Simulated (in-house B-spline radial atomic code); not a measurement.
The numbers below are computed, except where a source is named.
# Making a Troullier-Martins p channel for Br, r_c = 1.45 bohr

Br, [Ar] 3d10 4s2 4p5, non-relativistic PBE, spherical and spin-unpolarised, from a B-spline radial code for spherical atoms (atomic units). The all-electron 4p level is ε = -0.290162 hartree, its outermost node lies just inside 0.71 bohr and its outer maximum at 1.67 bohr.

Inside r_c the pseudo-orbital is u(r) = r^2 exp(p(r)), with p = c0 + c2 r² + c4 r⁴ + … + c12 r¹². The seven coefficients follow from p and its first four derivatives at r_c, from zero curvature of the screened potential at the origin, c4 = −c2²/(2l + 5), and from the norm inside r_c. At r_c the all-electron orbital has P = 0.7205878, P' = 0.2677682, the screened potential V = -1.769746, V' = 2.742259, V'' = -5.33727, and the norm inside is Q = 0.2180607.

Question: What are p, p' and p'' at r_c?

Answer: p = ln(P/r_c^2) = ln(0.7205878/2.1025) = -1.07082. p' = P'/P − 2/r_c = 0.37160 − 1.37931 = -1.00771. The radial equation gives p'' = 2(V − ε) − 2(2) p'/r_c − p'² = -2.95917 − (-2.77990) − 1.01549 = -1.19476. Differentiating, p''' = 2V' + 2(2)p'/r_c² − 2(2)p''/r_c − 2p'p'' = 4.4553, and p'''' = 2V'' − 4(2)p'/r_c³ + 4(2)p''/r_c² − 2(2)p'''/r_c − 2p''² − 2p'p''' = -18.742.

For a trial c2 the five matching conditions are linear in c0, c6, c8, c10 and c12, and c2 is varied until the norm inside r_c equals Q. The root nearest zero gives:

```csv
n,c_n
0,-0.5926049
2,-0.203949
4,-0.005942169
6,0.1356532
8,-0.1529224
10,0.05609296
12,-0.006948785
```

Question: Check c4 and p(r_c), and find the screened pseudopotential at the origin.

Answer: −c2²/7 = -0.00594217, as listed. The terms c_n r_c^n are -0.59260, -0.42880, -0.02627, 1.26078, -2.98824, 2.30456, -0.60024, which sum to -1.07082. Inverting the radial equation, V_l(r) = ε + 2 p'/r + (p'' + p'²)/2, so V_l(0) = ε + (2l + 3) c2 = -0.290162 + 5 × (-0.203949) = -1.3099 hartree, finite where the all-electron potential diverges.

Orbitals and screened potentials:

```tsv
r (bohr)	P	u	V all-electron	V pseudo
0.145	0.153	0.01157	-145.0	-1.308
0.362	-0.3193	0.07055	-33.28	-1.262
0.58	-0.1997	0.1741	-13.16	-1.113
0.798	0.1423	0.3132	-6.672	-1.047
1.015	0.4348	0.4741	-3.906	-1.413
1.232	0.6236	0.6257	-2.527	-1.991
1.45	0.7206	0.7206	-1.77	-1.77
```

Logarithmic derivatives P'/P at R = 1.75 bohr, for energies E around ε:

```tsv
E − ε (hartree)	all-electron	pseudo
-0.5	0.506194	0.503536
-0.25	0.233754	0.232918
-0.1	0.0498997	0.0497508
0	-0.083025	-0.0830156
0.1	-0.22557	-0.225756
0.25	-0.460571	-0.462028
0.5	-0.92491	-0.933083
```

Question: With P(R) = 0.7464542 and a norm of 0.3831334 inside R, what slope in energy does norm conservation fix?

Answer: d(P'/P)/dE = −2 × (norm inside R)/P(R)² = -1.3752 per hartree·bohr at E = ε, for both atoms, since orbital and norm agree at R. Differences over ±0.1 hartree give -1.3773 (all-electron) and -1.3775 (pseudo), which also hold third-order terms. Half a hartree below ε the two curves differ by -0.0027.
